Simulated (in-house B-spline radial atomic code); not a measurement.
How numerical settings move a run on Te³⁺, [Kr] 4d10 5s2 5p1. Computed with a B-spline radial code for spherical atoms: scalar-relativistic (X2C) Hartree-Fock, spin-polarised, averaged over the determinants with the given up and down occupations, Fermi nucleus of rms radius 4.7423 fm.

Command:
```bash
python run_scf.py task.json out
```
Settings of the sound reference run:
```
Z                52
electrons        49
configuration    [Kr] 4d10 5s2 5p1
hamiltonian      x2c
method           hf
spin_polarised   True
nucleus          fermi
rms_radius       4.7423
mass_number      130
atomic_mass      129.9062
speed_of_light   137.036
knot_spacing     0.22
spline_order     8
gauss_points     12
box_radius       16.22
max_iterations   70
damping          0.5
damped_steps     3
diis_vectors     10
tolerance        1e-08
start            Thomas-Fermi
```

Run time, properties included: 0.44 s on 1 thread of Arm Neoverse N1, on a shared host.

It converges in 11 iterations to -6788.999623 hartree, with 5p up at -36.2418 eV. The other runs change the listed settings, some to values that make no sense; their results aren't properties of the atom or ion. Radii are in bohr (the nuclear one in fm), a minus after a letter asks for a j subshell, and «unchanged» means within 1e-8 hartree. The run stops when the residual is below 10 × tolerance × max(1, Z/10), or a noise floor if that is larger, and the energy moves by less than 1e-8 × √|E| hartree; so very loose and very tight tolerances often act alike.

| changed settings | outcome |
| --- | --- |
| max_iterations = 2 | not converged after 2 iterations, last residual 3.8e-01, last energy +3.12e+00 hartree from the reference |
| first_knot = 1.92e-06, max_iterations = 50, damped_steps = 0, diis_vectors = 1, tolerance = 0.0001 | converged in 16 iterations, energy +8.69e-06 hartree from the reference, 5p up level +9.6e-04 eV |
| spline_order = 7 | converged in 11 iterations, energy +6.85e-07 hartree from the reference, 5p up level +4.1e-07 eV |
| spline_order = 5, gauss_points = 8, max_iterations = 50, damping = 0.95 | converged in 11 iterations, energy +1.31e-04 hartree from the reference, 5p up level +4.3e-06 eV |
| max_iterations = 8 | not converged after 8 iterations, last residual 5.0e-05, last energy +3.95e-08 hartree from the reference |
| spline_order = 4, max_iterations = 60, start = bare nucleus | converged in 12 iterations, energy +3.85e-03 hartree from the reference, 5p up level +1.5e-04 eV |
| diis_vectors = 2 | converged in 12 iterations, energy unchanged, 5p up level +3.1e-06 eV |
| hamiltonian = dirac, method = r2scan, spin_polarised = False | stopped with error: meta-GGAs are not served with the Dirac Hamiltonian |
| diis_vectors = 4 | converged in 11 iterations, energy unchanged, 5p up level -1.1e-06 eV |
| electrons = 52, configuration = [Kr] 4d10 5s2 5p1 6s3, max_iterations = 100 | stopped with error: shell 6s holds at most 1 electrons (per spin) |
| diis_vectors = 1 | converged in 22 iterations, energy unchanged, 5p up level +4.9e-06 eV |
| spline_order = 6, gauss_points = 6, max_iterations = 100, damping = 0, start = bare nucleus | converged in 13 iterations, energy +7.39e-06 hartree from the reference, 5p up level -4.1e-07 eV |
| diis_vectors = 20 | converged in 11 iterations, energy unchanged |
| diis_vectors = 0 | converged in 26 iterations, energy unchanged, 5p up level +2.3e-06 eV |
| spline_order = 10 | converged in 11 iterations, energy -7.88e-07 hartree from the reference, 5p up level -6.5e-07 eV |

Q: What happens with max_iterations = 5?

A: Not converged after 5 iterations, last residual 1.1e-02, last energy +3.30e-03 hartree from the reference.

Q: What happens with gauss_points = 4, first_knot = 1.92e-05, max_iterations = 12, start = bare nucleus?

A: Converged in 12 iterations, energy +7.73e-07 hartree from the reference, 5p up level +8.6e-07 eV.

Q: What happens with electrons = 50, configuration = [Kr] 4d10 5s2 5p1 2f1, max_iterations = 50?

A: Stopped with error: there is no 2f shell.

Q: What happens with max_iterations = 3?

A: Not converged after 3 iterations, last residual 9.6e-02, last energy +2.22e-01 hartree from the reference.
